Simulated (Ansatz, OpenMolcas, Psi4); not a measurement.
CH6NPSi (SMILES C1NP[SiH2]1): the vertical ionisation energy, rung by rung

CH6NPSi: 10 atoms, total charge 0, spin state singlet. As SMILES, `C1NP[SiH2]1`. Geometry: relaxed at PBE0-D4/def2-TZVP.

Each level gives the vertical ionisation energy (to the doublet cation) (eV). The values are calculated.

```tsv
level	kind	program	value (eV)
HF/def2-SVP	Hartree–Fock	Ansatz	7.85
BLYP/def2-SVP	GGA	OpenMolcas	8.22
PBE/def2-SVP	GGA	Ansatz	8.38
TPSS/def2-SVP	meta-GGA	OpenMolcas	8.43
BHLYP/def2-SVP	global hybrid	Ansatz	8.67
wB97X/def2-SVP	range-separated hybrid	Ansatz	8.79
RPA@PBE/def2-SVP	RPA	Ansatz	8.49
MP2/def2-SVP	perturbation theory	Psi4	8.78
```

The values span 7.85 to 8.79 eV.
